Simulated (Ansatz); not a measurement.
Computed with Ansatz.

A structure relaxed at PBE0-D4/def2-TZVP, charge 0, multiplicity 1:

Cartesian coordinates in Å:
```
O 1.3806 -1.9035 -1.4886
Si 1.3283 -1.2866 0.0331
O 0.1193 -0.1647 -0.1154
Si -0.7097 0.9703 0.7416
H 0.7695 -1.5524 -2.1451
H -0.5095 2.2941 0.1023
H -0.2265 1.0198 2.1462
H -2.1520 0.6231 0.7260
```

(1) Give its formula and SMILES.

(2) Point group (tolerance 0.08 Å, 0.16 Å for H)?

(3) Summarise the bond lengths by kind.

Answers

(1) H4O2Si2, `O[Si]O[SiH3]`.

(2) Cs.

(3) 3 × O–Si 1.643 to 1.656 Å; 1 × H–O 0.963 Å; 3 × H–Si 1.484 to 1.486 Å.
